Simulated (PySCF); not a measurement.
BeH₂S.

```xyz
4

Be    -0.0011    -1.4138     0.0000
H      0.0422    -2.7435     0.0000
S     -0.0810     0.4881     0.0000
H      1.2582     0.5898     0.0000
```
Charge 0, spin multiplicity 1.

Geometry: ωB97X-D3(BJ)/def2-TZVPD.

Calculation: KT2/pcSseg-2 in PySCF. Non-relativistic, no solvent.

Computed absolute GIAO shielding of each atom: isotropic value and principal components (ppm):
```
atom  σ(iso)    σ11    σ22    σ33   span
----  ------  -----  -----  -----  -----
Be1     79.7   43.8   44.2  151.0  107.2
H2      27.8   25.5   25.7   32.3    6.8
S3     712.8  594.5  704.9  839.0  244.5
H4      31.1   25.7   26.9   40.7   15.0
```
